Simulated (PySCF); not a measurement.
Compound: C₄H₅OSi (charge -1).
Z-matrix (Å and degrees, PBE0-D3(BJ)/def2-SVP geometry), rows numbered from 1:
```
Si
C   1  1.9598
C   2  1.3787  1  135.77
C   3  1.4291  2  108.36  1   179.76
C   4  1.3656  3  105.23  2     0.03
O   5  1.3434  4  110.27  3    -0.04
H   1  1.5523  2   93.65  3   -43.03
H   1  1.5523  2   93.94  3    49.58
H   3  1.0886  2  124.34  1    -0.26
H   4  1.0904  3  128.32  2  -179.98
H   5  1.0889  4  133.08  3  -179.97
```

Jobs on this species (11 atoms, 52 electrons) with PySCF (density fitting). Hardware of each: x86-64 server, one thread, shared host. Other jobs ran on the host; a repeat could differ by tens of per cent or more.

| level and settings | work | basis functions | SCF cycles | wall time |
| --- | --- | --- | --- | --- |
| B3LYP/cc-pVTZ | spin–spin couplings from 10 perturbed nuclei, spin–dipole term for 1 of them | 254 | ? | ? |
| B3LYP/def2-TZVP | spin–spin couplings from 10 perturbed nuclei, spin–dipole term for 1 of them | 222 | ? | ? |
| B3LYP/6-31G* | spin–spin couplings from 10 perturbed nuclei, spin–dipole term for 1 of them | 98 | 14 | 6.3 s |
| PBE0-D3(BJ)/def2-SVP, grid level 1 | geometry optimisation from a GFN2-xTB start | 113 | 59 | 24 s |

Problem. Fill in the missing figures.

Solution. 
- B3LYP/cc-pVTZ; spin–spin couplings from 10 perturbed nuclei, spin–dipole term for 1 of them: 27 s, 14 SCF cycles
- B3LYP/def2-TZVP; spin–spin couplings from 10 perturbed nuclei, spin–dipole term for 1 of them: 23 s, 15 SCF cycles

Problem. What do all jobs in the table cost together?

Solution. About 80 s; the longest takes about 34 % of that, and about 4.3 times as long as the shortest.
